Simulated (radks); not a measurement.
Trend from Cu4+ to Au4+: ionisation energy by Delta-SCF between NIST ground configurations, and size. Method: scalar-relativistic Kohn-Sham, BLYP, spin-polarised, spherical densities, finite nucleus; open shells are filled with parallel spins first (spin-orbit coupling, left out, can overturn this in heavy ions); Fermi nuclear charge, rms radius of each element as measured or else 0.836 A^(1/3) + 0.57 fm; computed with a radial shooting solver on a logarithmic mesh with Libxc functionals.

| species | configuration | configuration of the ion | IE (eV) | NIST (eV) | kind | outermost | <r> outermost (bohr) |
|---|---|---|---|---|---|---|---|
| Cu4+ | [Ar] 3d7 | [Ar] 3d6 | 80.196 | 80 | semi-emp. | 3d | 0.816 |
| Ag4+ | [Kr] 4d7 | [Kr] 4d6 | 66.536 | 65 | theory | 4d | 1.21 |
| Au4+ | [Xe] 4f14 5d7 | [Xe] 4f14 5d6 | 60.840 | 60 | theory | 5d | 1.39 |

Reference values: NIST Atomic Spectra Database (exp. = measured, semi-emp. = semi-empirical, theory = theoretical value adopted there). Open shells are spherical and high-spin; term and fine-structure splittings are not resolved. Spin-orbit splitting is averaged out at the scalar-relativistic level.
